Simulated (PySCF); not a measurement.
## Electron correlation in Rb (rubidium, neutral)

[Kr] 4d1, 2D determinant (an excited configuration). Calculation: PySCF 2.14, in aug-cc-pwCVTZ-X2C; the spin-free X2C one-electron Hamiltonian (Gaussian nucleus). Frozen: [Ar] 3d10; 9 electrons correlated.

```
  level  correlation energy (mhartree)
   CCSD                        -176.43
    (T)                          -4.28
CCSD(T)                        -180.71
```

Diagnostics: T1 = 0.033, D1 = 0.1413, largest double amplitude 0.023.

T1 exceeds 0.03, a sign that the reference determinant is poor.

Cost of the coupled-cluster step: about 40 core-seconds, for 9 correlated electrons.

Iterations:

```
CC2 = 0
CCSD nocc = (np.int64(5), np.int64(4)), nmo = (79, 79)
frozen orbitals [[0, 1, 2, 3, 4, 5, 6, 7, 8, 9, 10, 11, 12, 13], [0, 1, 2, 3, 4, 5, 6, 7, 8, 9, 10, 11, 12, 13]]
max_cycle = 100
direct = 0
conv_tol = 1e-08
conv_tol_normt = 1e-06
diis_space = 8
diis_start_cycle = 0
Init t2, MP2 energy = -0.162213814045418
Init E_corr(UCCSD) = -0.162213814055689
cycle = 1  E_corr(UCCSD) = -0.173323597225845  dE = -0.0111097832  norm(t1,t2) = 0.0449053
cycle = 2  E_corr(UCCSD) = -0.175387878851474  dE = -0.00206428163  norm(t1,t2) = 0.0254729
cycle = 3  E_corr(UCCSD) = -0.177045874172778  dE = -0.00165799532  norm(t1,t2) = 0.0197991
cycle = 4  E_corr(UCCSD) = -0.17646719083344  dE = 0.000578683339  norm(t1,t2) = 0.00451804
cycle = 5  E_corr(UCCSD) = -0.176409884532732  dE = 5.73063007e-05  norm(t1,t2) = 0.00148947
cycle = 6  E_corr(UCCSD) = -0.176432631467803  dE = -2.27469351e-05  norm(t1,t2) = 0.000453589
cycle = 7  E_corr(UCCSD) = -0.176430282073951  dE = 2.34939385e-06  norm(t1,t2) = 9.61987e-05
cycle = 8  E_corr(UCCSD) = -0.176429707698713  dE = 5.74375238e-07  norm(t1,t2) = 1.43194e-05
cycle = 9  E_corr(UCCSD) = -0.176429742210421  dE = -3.45117077e-08  norm(t1,t2) = 2.58454e-06
cycle = 10  E_corr(UCCSD) = -0.176429727118445  dE = 1.50919763e-08  norm(t1,t2) = 2.9513e-06
cycle = 11  E_corr(UCCSD) = -0.176429770484901  dE = -4.33664561e-08  norm(t1,t2) = 4.90815e-06
cycle = 12  E_corr(UCCSD) = -0.176429760748795  dE = 9.736106e-09  norm(t1,t2) = 2.66368e-07
UCCSD converged
E(UCCSD) = -2979.247552662611  E_corr = -0.1764297607487948
UCCSD(T) correction = -0.00427973301469874
```
